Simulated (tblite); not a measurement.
Compound: CH12OSi4.
Atom-mapped SMILES: `[CH3:1][Si@@H:2]([SiH3:3])[SiH2:4][O:5][SiH3:6]` (hydrogens: H7, H8, H9 on C1; H10 on Si2; H11, H12, H13 on Si3; H14, H15 on Si4; H16, H17, H18 on Si6)

Computed geometry: GFN2-xTB, gas phase.

Task: Give the optimised bond lengths and angles.

Result: 
```
                     bond  length (Å)   order
                   C1–Si2       1.912  single
                  Si2–Si3       2.331  single
                  Si2–Si4       2.315  single
                   Si4–O5       1.629  single
                   O5–Si6       1.612  single
      C1–H7, C1–H8, C1–H9       1.086  single
                  Si2–H10       1.486  single
Si3–H11, Si3–H12, Si3–H13       1.468  single
                  Si4–H14       1.471  single
                  Si4–H15       1.469  single
Si6–H16, Si6–H17, Si6–H18       1.462  single
```

Bonds in one row agree within 0.01 Å and their mean is given. Orders are formal, as drawn. A selection of angles:
```
      angle  degrees
  Si2–C1–H7    111.1
   H7–C1–H8    107.4
 C1–Si2–Si3    109.3
 C1–Si2–Si4    108.5
 C1–Si2–H10    103.9
Si3–Si2–Si4    116.0
Si3–Si2–H10    108.2
Si4–Si2–H10    110.1
Si2–Si3–H11    112.2
Si2–Si3–H12    115.2
H11–Si3–H12    104.9
 Si2–Si4–O5    106.3
Si2–Si4–H14    115.0
Si2–Si4–H15    119.1
 O5–Si4–H14    104.9
 O5–Si4–H15    102.7
H14–Si4–H15    107.2
 Si4–O5–Si6    162.3
 O5–Si6–H16    107.1
 O5–Si6–H17    105.4
H16–Si6–H17    112.4
```

Dihedral angles: C1–Si2–Si4–O5 -174° (antiperiplanar); Si2–Si4–O5–Si6 35° (synclinal).

Si6 (oxygen-bound silicon) is distorted tetrahedral (angles from 105.4° to 112.5°). Si2 (SiH silicon) is distorted tetrahedral (angles from 103.9° to 116.0°). Si4 (oxygen-bound silicon) is distorted tetrahedral (angles from 102.7° to 119.1°). Si3 (SiH3 silicon) is distorted tetrahedral (angles from 104.9° to 115.2°).

Point group: C1 (no symmetry element, even within 0.4 Å). Its GFN2-xTB frequencies are all real (lowest 15 cm⁻¹). The numbers are those of one conformer. 3 starts were optimised and ended at 0.00, 1.75 and 2.14 kcal/mol (GFN2-xTB); the lowest of these is shown.
